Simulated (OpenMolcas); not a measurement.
# Zr2+: effect of the IPEA shift

```json
{
 "Program": "OpenMolcas 26.06",
 "Basis": "ANO-RCC-VTZP [7s6p4d2f1g]",
 "Scalar Hamiltonian": "DKH2, point nucleus",
 "Active space": "8 electrons in 8 orbitals (RAS1 4p, at most 2 holes; RAS2 4d)",
 "State averaging": "2S+1 = 3 even, 10 roots; 2S+1 = 1 even, 15 roots",
 "Spin-orbit coupling": "state interaction with AMFI integrals over the reference wave functions, term energies averaged over their components"
}
```

Methods on the same reference wave functions:
A. RASSCF
B. SS-RASPT2, IPEA 0 Eh, imaginary shift 0.1 Eh (closed shells correlated: 4s)
C. SS-RASPT2, IPEA 0.25 Eh, imaginary shift 0.1 Eh (closed shells correlated: 4s)

Energies in cm-1 above 4d2 3F2, the measured ground level; measured values from Moore, Atomic Energy Levels, vol. II, NSRDS-NBS 35 (1971 reprint of NBS Circular 467, 1952); NIST levels as listed in Rynkun, Gaigalas and Jonsson, Astron. Astrophys. 637, A10 (2020).

```tsv
Level	A	B	C	Measured
4d2 3F2	0.0	0.0	0.0	0.0
4d2 3F3	746	758	767	681
4d2 3F4	1651	1657	1666	1486
4d2 1D2	8766	7180	6430	5742
4d2 3P0	9966	7850	8250	8062
4d2 3P1	10251	8150	8560	8326
4d2 3P2	10924	8900	9180	8838
4d2 1G4	14552	11320	11340	11049
4d2 1S0	30626	24020	23380	23979
```

Deviations, from unrounded energies. A percentage is the sum of absolute deviations over the sum of measured energies, with the sign that they share, or ± where signs differ.

```json
{"Against measurement": "mean absolute deviation (cm-1)", "Levels": "8", "A": "2400", "B": "310", "C": "330"}
{"Against measurement": "fine structure of the ground term (%)", "Levels": "2", "A": "+10.6", "B": "+11.4", "C": "+12.3"}
{"Against measurement": "other terms of the ground configuration (%)", "Levels": "6", "A": "+28.9", "B": "±3.4", "C": "±3.5"}
```

B, C lie about equally close to measurement and A furthest from it. The largest miss of B in the table is 4d2 1D2, by +1400 cm-1. The ranking rests on the paired levels alone, and a cruder setting can come out closer through cancelling errors.

Between B and C the level of the table that moves most is 4d2 1D2, by 750 cm-1 (lowest in C, highest in B). Moves below CASPT2's spread within the term are not significant.

The mean deviations of B to C differ by less than CASPT2's widest spread within a term (720 cm-1), so their order carries little weight.

From A to B the spin-free energies of the other terms of 4d2 shown, above 3F, scale by factors of 0.76 to 0.81, as is usual when dynamic correlation screens the repulsion within a d or f shell.

The lowest spin-free term lies below A's lowest term by 0.217 hartree in B, 0.212 hartree in C.

CASPT2 does not keep the components of a term degenerate, so their means are used; among the terms shown or strongly mixed into the levels shown the widest spread is 720 cm-1 (4d2 1G, B). Active for correlation alone: 4p; no level in the range computed is led by a configuration that opens it, so any true level of that kind is missing. Without dynamic correlation excited terms often stand tens of per cent too high (terms of higher spin than the ground term too low), and those without a measured partner can miss by more than the paired ones (holds for A). Some levels mix across a computed gap that differs much from the measured one, so their mixing is not that of the real levels (holds for A; B). Some terms miss by over 15 % even with CASPT2, which points to a basis or an active space too small for the shells correlated (holds for B). Computed and measured levels are paired by configuration, term and J; levels that our copy of the source lacks, or whose pairing is in doubt (as where it misses far off the trend of its configuration), stay unpaired and out of the deviations. Only configurations of the active space appear.
